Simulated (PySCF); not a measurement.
# ReF3, quintet: computed properties

Level of theory: UPBE0/[Re def2-SVP with ECP60, F def2-SVP], scalar-relativistic core potentials, density fitting, no spin–orbit coupling, PySCF.

The structure is a minimum.

```xyz
4
charge 0 multiplicity 5, angstrom
Re    0.0700    0.0000    0.0000
F     1.9552    0.0001    0.0000
F    -1.3236    1.2629    0.0000
F    -1.3235   -1.2630    0.0000
```

* Point group: C2v
* Bond lengths: Re–F 1.881 Å (×2), Re–F 1.885 Å
* Bond angles: F–Re–F 84.4°, F–Re–F 137.8° (×2)
* Principal polarisabilities: 25.8, 31.2, 34.8 bohr³
* Dipole moment: 1.50 D
* Entropy at 298.15 K and 1 bar (electronic part: spin only): 327.7 J/(mol K)
* Highest occupied level (α): -7.20 eV
* Atomisation energy without zero-point energy: 1353 kJ/mol
* Spin squared ⟨S²⟩: 6.010
* Heat capacity Cp at 298.15 K: 67.4 J/(mol K)
* Lowest empty level (β): -3.82 eV
* Principal quadrupole moments (Buckingham, traceless) about the centre of mass: -9.33, 0.62, 8.71 D Å
* Enthalpy at 298.15 K above 0 K: 15.54 kJ/mol
* Zero-point energy: 15.5 kJ/mol
* Rotational symmetry number: 2
* Rotational constants: 0.2782, 0.1203, 0.08399 cm⁻¹

Harmonic modes (masses in u: Re 186.956, F 18.998):
| symmetry | ω (cm⁻¹) | IR (km/mol) | type |
| --- | --- | --- | --- |
| b2 | 114 | 6.3 | bend |
| b1 | 165 | 14.9 | bend |
| a1 | 275 | 3.0 | bend |
| b2 | 655 | 73.7 | stretch |
| a1 | 672 | 63.1 | stretch |
| a1 | 708 | 113 | stretch |

In C2v the vibrations span 2b2 + b1 + 3a1. Here b1 is antisymmetric to the molecular plane and b2 lies in it.

Charges (e):
```
atom  Mulliken  Löwdin  polar tensor  spin (Mulliken)  Mayer order to Re1
 Re1      1.09    0.53          1.69             3.74                   –
  F2     -0.38   -0.19         -0.57             0.05                1.01
F3,4     -0.36   -0.17         -0.56             0.10                1.02
```

Mulliken populations on Re1 (electrons outside its core potential): s 2.64, p 6.28, d 4.89, f 0.10.

Formally Re is in oxidation state +3, d4, with 4 unpaired electrons (the high-spin count). The Mulliken spin on Re is 3.74. The polar-tensor charge on Re, 1.69, is far below the formal one.

This need not be the most stable arrangement of these atoms. Open d and f shells are described by one determinant, and the ground state may have another occupation or spin. Spin–orbit coupling, left out here, can matter for elements this heavy.

The final relaxation and frequency run took 68 s on 2 threads of a shared Intel Xeon 6975P-C (Granite Rapids) host, with 74 basis functions and 13 gradients; the process peaked at 0.9 GiB.
